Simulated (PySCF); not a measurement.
**Worked example: dipole moment from atomic charges**

Te(SiH3)(GeH3) (GeH₆SiTe), SMILES [SiH3][Te][GeH3]. Atoms are numbered in the order given.

```xyz
9

Te     0.4308    -0.2991     0.8231
Si    -0.0172    -2.1170    -0.8641
H      0.4949    -3.3968    -0.2654
H      0.6985    -1.8409    -2.1585
H     -1.4897    -2.2437    -1.1464
Ge    -0.6076     1.4744    -0.7499
H     -0.4968     2.8336    -0.0151
H      0.1743     1.5221    -2.0890
H     -2.0954     1.1353    -1.0300
```

Geometry optimised at PBE-D3(BJ)/def2-SVP. This is a generated structure with no PubChem entry under its InChIKey; it may be hypothetical. The def2 effective core potentials stand for the cores of Te; spin–orbit coupling is left out.

Charges (e) from PySCF with PBE/def2-TZVP:

```json
[
 {"atom": "Te1", "Mulliken": "-0.143", "ESP fit": "-0.049"},
 {"atom": "Si2", "Mulliken": "0.046", "ESP fit": "-0.116"},
 {"atom": "H3", "Mulliken": "-0.006", "ESP fit": "0.060"},
 {"atom": "H4", "Mulliken": "-0.004", "ESP fit": "0.032"},
 {"atom": "H5", "Mulliken": "-0.004", "ESP fit": "0.032"},
 {"atom": "Ge6", "Mulliken": "0.050", "ESP fit": "-0.083"},
 {"atom": "H7", "Mulliken": "0.020", "ESP fit": "0.056"},
 {"atom": "H8", "Mulliken": "0.020", "ESP fit": "0.033"},
 {"atom": "H9", "Mulliken": "0.020", "ESP fit": "0.034"}
]
```

The dipole moment of the full density is 0.63 D.

**Question.** What dipole moment does each set of point charges give, and which comes closer to that of the density?

**Answer.** 
μ = Σ q r, and 1 e Å = 4.8032 D.
Mulliken: Σ q r = (-0.141, 0.166, -0.243) e Å, |μ| = 1.57 D.
ESP fit: Σ q r = (-0.058, 0.051, -0.104) e Å, |μ| = 0.62 D.
ESP fit comes closer in size. Point charges leave out the atoms' own dipoles (lone pairs, polarised bonds); fits to the potential absorb them, partitions of the density don't.
